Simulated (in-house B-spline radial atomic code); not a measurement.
## Ionising Ni VII (Ni6+) with different functionals

Computed with an all-electron radial atomic-structure program (B-spline basis): four-component Dirac-Coulomb Hamiltonian, Fermi nucleus of rms radius 3.7757 fm, spin-restricted, spherical fractional occupations for the functionals, and exact exchange of hybrids averaged over the configuration. The ionisation energy is the difference of two self-consistent energies, [Ar] 3d4 → [Ar] 3d3, without Breit or QED terms; ε is the level of the shell that loses the electron (mean over j). The electron is taken from both j subshells in proportion to 2j + 1, so the result is a j average, not the step between ground levels.

| method | rung | ΔSCF (eV) | -ε(3d) (eV) |
| --- | --- | --- | --- |
| B3LYP | global hybrid | 132.02 | 121.42 |
| CAM-B3LYP | range-separated hybrid | 131.97 | 123.43 |
| LC-wPBE | range-separated hybrid | 131.94 | 123.89 |
| HSE06 | range-separated hybrid | 131.82 | 121.59 |

Task: Among the functionals, which spreads more, the ΔSCF values or the orbital energies?

Result: The orbital energies: ΔSCF values span about 0.20 eV and the orbital energies 2.48 eV; here energy differences depend much less on the functional than eigenvalues do.

Task: How do they compare with the NIST value?

Result: NIST lists 132 eV ± 2 (tabulated theory, ground level to ground level). Errors run from -0.18 to +0.02 eV; all lie within about twice that uncertainty, so the table can't rank the methods.
